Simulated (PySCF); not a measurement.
Coordinates in bohr (charge -1 multiplicity 4):
```
Pt    0.0000    0.0000    0.0000
O     0.0000    0.0000    3.4820
O     0.0000    0.0000   -3.4820
```

Method: UB3LYP/[Pt def2-SVPD with ECP60, O def2-SVPD], scalar-relativistic core potentials, density fitting, no spin–orbit coupling, PySCF.

This geometry of PtO₂⁻ is a stationary point at this level.

**Question.** What is the point group?

**Answer.** D∞h.

**Question.** Is it a minimum?

**Answer.** No: it has 2 imaginary modes (one degenerate set), at 415i cm⁻¹ (πu).

**Question.** Which band is strongest in the infrared?

**Answer.** 692 cm⁻¹ (σu+), 305 km/mol.

**Question.** What are the dipole moment and the gap between the highest occupied and lowest empty levels of either spin?

**Answer.** 0.00 D about the centre of mass and 0.85 eV.

**Question.** Give the atomic charges and bond orders.

**Answer.** 
```
atom  Mulliken  Löwdin  polar tensor  spin (Mulliken)  Mayer order to Pt1
 Pt1      0.76    0.57          3.06             1.72                   –
O2,3     -0.88   -0.78         -2.03             0.64                1.05
```
Other Mayer orders above 0.3: O–O 0.41.

This need not be the most stable arrangement of these atoms. Open d and f shells are described by one determinant, and the ground state may have another occupation or spin. The lowest empty level of this anion is unbound, so it and the gap depend on the basis. At this level a doublet minimum of D∞h symmetry lies 109 kJ/mol below this structure. Spin–orbit coupling, left out here, can matter for elements this heavy.
